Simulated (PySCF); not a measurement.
A series of related molecules.

All values: B3LYP/def2-SVPD (PySCF) at GFN2-xTB geometries, gas phase, one conformer each. Core orbitals are frozen in the response; Δα² is half the sum of the squared differences of the principal polarisabilities.

**Question.** Rank by HOMO energy, lowest first.
A. `OCC1=COC1=S`
B. `OC[C@@H]1COC1=S`
C. `OC[C@H]1[SiH2]OC1=S`
D. `OC[C@H]1CSC1=S`

**Answer.** A (-7.08 eV), B (-6.60 eV), D (-6.39 eV), C (-6.25 eV).

**Question.** Rank by polarisability anisotropy Δα, highest first.
A. `[OH:1][CH2:2][C@H:3]1[SiH2:4][O:5][C:6]1=[S:7]` with H–O1–C2–C3 -170°, O1–C2–C3–Si4 -23°
B. `[OH:1][SiH2:2][C@@H:3]1[CH2:4][O:5][C:6]1=[S:7]` with H–O1–Si2–C3 -179°, O1–Si2–C3–C4 -75°
C. `[OH:1][CH2:2][C@H:3]1[CH2:4][S:5][C:6]1=[S:7]` with H–O1–C2–C3 68°, O1–C2–C3–C4 66°

**Answer.** C (6.59 Å³), A (5.87 Å³), B (5.32 Å³).

**Question.** Rank by HOMO–LUMO gap, lowest first.
A. `OCC1=COC1=S`
B. `OC[C@H]1[SiH2]OC1=S`
C. `O[SiH2][C@@H]1COC1=S`

**Answer.** A (4.03 eV), B (4.66 eV), C (4.85 eV).

All values together:

```json
{"SMILES": "OC[C@@H]1COC1=S", "change": "parent", "formula": "C4H6O2S", "μ (D)": "3.47", "HOMO (eV)": "-6.60", "LUMO (eV)": "-1.82", "α (Å³)": "11.58", "Δα (Å³)": "5.39", "electrons": "62", "α per electron (Å³)": "0.187"}
{"SMILES": "O[SiH2][C@@H]1COC1=S", "change": "C replaced by Si", "formula": "C3H6O2SSi", "μ (D)": "4.79", "HOMO (eV)": "-6.43", "LUMO (eV)": "-1.57", "α (Å³)": "13.20", "Δα (Å³)": "5.32", "electrons": "70", "α per electron (Å³)": "0.189"}
{"SMILES": "OCC1=COC1=S", "change": "C-C bond made double", "formula": "C4H4O2S", "μ (D)": "2.28", "HOMO (eV)": "-7.08", "LUMO (eV)": "-3.06", "α (Å³)": "11.40", "Δα (Å³)": "6.71", "electrons": "60", "α per electron (Å³)": "0.190"}
{"SMILES": "OC[C@H]1[SiH2]OC1=S", "change": "C replaced by Si", "formula": "C3H6O2SSi", "μ (D)": "4.73", "HOMO (eV)": "-6.25", "LUMO (eV)": "-1.59", "α (Å³)": "13.48", "Δα (Å³)": "5.87", "electrons": "70", "α per electron (Å³)": "0.193"}
{"SMILES": "C[C@@H]1COC1=S", "change": "terminal O group replaced by H", "formula": "C4H6OS", "μ (D)": "4.27", "HOMO (eV)": "-6.48", "LUMO (eV)": "-1.67", "α (Å³)": "10.83", "Δα (Å³)": "5.11", "electrons": "54", "α per electron (Å³)": "0.201"}
{"SMILES": "OC[C@H]1CSC1=S", "change": "O replaced by S", "formula": "C4H6OS2", "μ (D)": "3.01", "HOMO (eV)": "-6.39", "LUMO (eV)": "-2.26", "α (Å³)": "14.20", "Δα (Å³)": "6.59", "electrons": "70", "α per electron (Å³)": "0.203"}
```

Conformers: `[OH:1][CH2:2][C@@H:3]1[CH2:4][O:5][C:6]1=[S:7]` with H–O1–C2–C3 -67°, O1–C2–C3–C4 -74°; `[OH:1][SiH2:2][C@@H:3]1[CH2:4][O:5][C:6]1=[S:7]` with H–O1–Si2–C3 -179°, O1–Si2–C3–C4 -75°; `[OH:1][CH2:2][C:3]1=[CH:4][O:5][C:6]1=[S:7]` with H–O1–C2–C3 -60°, O1–C2–C3–C4 -7°; `[OH:1][CH2:2][C@H:3]1[SiH2:4][O:5][C:6]1=[S:7]` with H–O1–C2–C3 -170°, O1–C2–C3–Si4 -23°; `[OH:1][CH2:2][C@H:3]1[CH2:4][S:5][C:6]1=[S:7]` with H–O1–C2–C3 68°, O1–C2–C3–C4 66°.

**Question.** Give the shifts from the parent, `OC[C@@H]1COC1=S`.

**Answer.** 
```csv
SMILES,change in μ (D),change in HOMO (eV),change in LUMO (eV),change in mean α (Å³)
O[SiH2][C@@H]1COC1=S,+1.32,+0.17,+0.25,+1.62
OCC1=COC1=S,-1.19,-0.48,-1.24,-0.18
OC[C@H]1[SiH2]OC1=S,+1.26,+0.35,+0.23,+1.90
C[C@@H]1COC1=S,+0.80,+0.12,+0.15,-0.75
OC[C@H]1CSC1=S,-0.46,+0.21,-0.44,+2.62
```

**Question.** How closely does the mean polarisability follow the number of electrons in this set?

**Answer.** The correlation coefficient is 0.95; α per electron runs from 0.187 to 0.203 Å³.
